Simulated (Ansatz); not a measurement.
The inner images of a band of BCl2H + H4Si (9 atoms, charge 0, multiplicity 1) are given out of order.

Level of theory: Ansatz 0.2.0, RKS B3LYP-D4/def2-SVP.

Initial state:

```xyz
9
Properties=species:S:1:pos:R:3
B -1.278 0.676 -1.610
H -0.762 0.413 -2.657
Cl -2.524 -0.365 -0.967
Cl -0.781 2.109 -0.736
H 0.958 -0.872 -0.257
Si 1.068 -0.563 1.198
H 1.930 0.637 1.383
H 1.679 -1.730 1.896
H -0.290 -0.304 1.750
```

Final state:

```xyz
9
Properties=species:S:1:pos:R:3
B -1.122 0.456 -0.093
H 1.086 -0.075 -2.227
Cl -2.508 -0.588 -0.380
Cl -1.077 2.024 -0.887
H 1.154 -0.823 -2.106
Si 0.350 -0.134 1.167
H 1.595 0.664 0.978
H 0.653 -1.583 0.977
H -0.131 0.059 2.571
```

Put them in order from the first end to the last, with their energies above the first end.
A.
```xyz
9
Properties=species:S:1:pos:R:3
B -0.973 0.429 -0.176
H 0.598 -0.157 -2.323
Cl -2.243 -0.669 -0.697
Cl -0.996 2.084 -0.774
H 0.977 -0.598 -1.835
Si 0.411 -0.165 1.176
H 1.687 0.597 1.039
H 0.700 -1.625 1.061
H -0.162 0.102 2.530
```
B.
```xyz
9
Properties=species:S:1:pos:R:3
B -0.785 0.347 -0.358
H 0.258 -0.112 -2.107
Cl -2.128 -0.736 -0.762
Cl -0.891 2.069 -0.759
H 0.679 -0.298 -1.496
Si 0.512 -0.227 1.075
H 1.798 0.533 1.053
H 0.818 -1.688 1.051
H -0.260 0.113 2.302
```
C.
```xyz
9
Properties=species:S:1:pos:R:3
B -0.606 0.273 -0.724
H -0.034 0.049 -1.900
Cl -2.053 -0.827 -0.703
Cl -0.803 2.080 -0.650
H 0.518 -0.203 -1.076
Si 0.586 -0.269 0.952
H 1.852 0.512 1.048
H 0.889 -1.728 1.008
H -0.348 0.113 2.044
```
D.
```xyz
9
Properties=species:S:1:pos:R:3
B -0.887 0.403 -1.242
H -0.217 0.134 -2.195
Cl -2.149 -0.737 -0.733
Cl -0.946 2.085 -0.680
H 0.558 -0.229 -0.467
Si 0.835 -0.375 1.011
H 2.044 0.449 1.259
H 1.072 -1.827 1.215
H -0.309 0.098 1.831
```
E.
```xyz
9
Properties=species:S:1:pos:R:3
B -1.241 0.565 -1.535
H -0.579 0.294 -2.494
Cl -2.338 -0.624 -0.871
Cl -1.113 2.158 -0.822
H 0.938 -0.426 -0.334
Si 1.052 -0.478 1.152
H 2.220 0.346 1.572
H 1.252 -1.894 1.567
H -0.192 0.059 1.765
```

E (+0.3 kcal/mol), D (+5.4 kcal/mol), C (+32.9 kcal/mol), B (+20.1 kcal/mol), A (+12.0 kcal/mol).

The run took 3.9 min on 2 threads of AMD EPYC 7R43 64-Core Processor (Zen 3), on a shared host, peak memory 0.21 GiB.
